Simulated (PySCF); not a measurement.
Working out the ionisation energy of P⁺

P⁺ [Ne] 3s2 3p2 (3P) → P²⁺ [Ne] 3s2 3p1 (2P). Calculation: PySCF 2.14, in x2c-TZVPall (5s5p2d1f, 37 functions); scalar relativity by spin-free X2C-1e. Frozen: [Ne]. Energies in hartree (1 hartree = 27.21139 eV):

```
            part   P⁺ (lower)  P²⁺ (upper)
             UHF  -341.162278  -340.458491
CCSD correlation    -0.081045    -0.063651
             (T)    -0.002228    -0.000987
```

Q: What does Hartree-Fock give?

A: (-340.458491) − (-341.162278) = 0.703787 hartree = 19.151 eV.

Q: What do CCSD and CCSD(T) give?

A: The CCSD correlation energies differ by 0.017394 hartree = 0.473 eV and the triples by 0.001241 hartree = 0.034 eV, so CCSD gives 19.624 eV and CCSD(T) 19.658 eV.

Reference: 19.769 eV (semi-empirical (NIST evaluation); NIST Atomic Spectra Database, ionization energies), between the lowest levels; spin-orbit coupling is absent from the calculation.

What remains against the reference includes basis incompleteness, the frozen core and higher excitations.
